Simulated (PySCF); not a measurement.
Ga(H)3(OH2), H₅GaO, singlet, CAM-B3LYP/def2-SVP optimised geometry.

```
7

Ga    -0.20    -1.29     0.00
H     -0.98    -1.55     1.33
H     -0.94    -1.57    -1.37
H      1.37    -1.29     0.00
O     -0.45     0.86     0.00
H     -1.37     1.13     0.03
H     -0.06     1.29    -0.78
```

Density from CAM-B3LYP/def2-TZVP in PySCF at that geometry.

Minimum of the electron density along straight lines between bonded atoms, close to the bond critical point (lines longer than 1.1 times the sum of covalent radii, or with two minima, are not listed):

| bond | length / Å | ρ at the minimum / e bohr⁻³ | ∇²ρ there / e bohr⁻⁵ | position (fraction from the first atom) |
|---|---|---|---|---|
| Ga1–H2 | 1.572 | 0.113 | 0.15 | 0.60 |
| Ga1–H3 | 1.579 | 0.111 | 0.15 | 0.60 |
| Ga1–H4 | 1.571 | 0.114 | 0.15 | 0.60 |
| O5–H6 | 0.968 | 0.351 | -2.43 | 0.81 |
| O5–H7 | 0.968 | 0.352 | -2.43 | 0.81 |
